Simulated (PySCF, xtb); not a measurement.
C₃H₈Si, SMILES C(/[SiH3])=C/C.

Harmonic wavenumbers (cm⁻¹) from GFN2-xTB in xtb at its own minimum, in rising order: 90, 121, 196, 299, 472, 547, 579, 711, 740, 797, 799, 806, 946, 980, 1037, 1071, 1243, 1344, 1400, 1473, 1479, 1687, 2223, 2231, 2250, 2991, 3000, 3007, 3029, 3052.

What does r2SCAN-D4/def2-SVP (PySCF 2.14.0) give at its own minimum? (The exact figures need the calculation; the answer reports its results.)

72, 149, 179, 318, 478, 615, 622, 718, 754, 927, 937, 944, 952, 1000, 1046, 1064, 1229, 1354, 1390, 1443, 1451, 1681, 2201, 2205, 2228, 3019, 3097, 3105, 3133, 3143. Paired by order, the mean absolute difference is 42 cm⁻¹ and the zero-point energies are 58.0 and 59.3 kcal/mol.
